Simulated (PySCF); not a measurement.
Si(Cl)(F)2(SH) (ClF2HSSi), SMILES F[Si](Cl)(S)F. The structure is a stationary point at r2SCAN-D4/def2-SVP. Other conformers were not sampled.

Q: Give the equilibrium geometry at r2SCAN-D4/def2-SVP (PySCF confirms it by a frequency run) as a Z-matrix. (The exact figures need the calculation; the answer reports its results.)

A: One answer among several that fit: 
```
Si
F 1 1.6030
F 1 1.6061 2 107.51
Cl 1 2.0377 2 109.56 3 115.46
S 1 2.1051 2 106.76 3 -120.80
H 5 1.3531 1 92.71 2 -174.97
```
Charge 0, spin multiplicity 1.
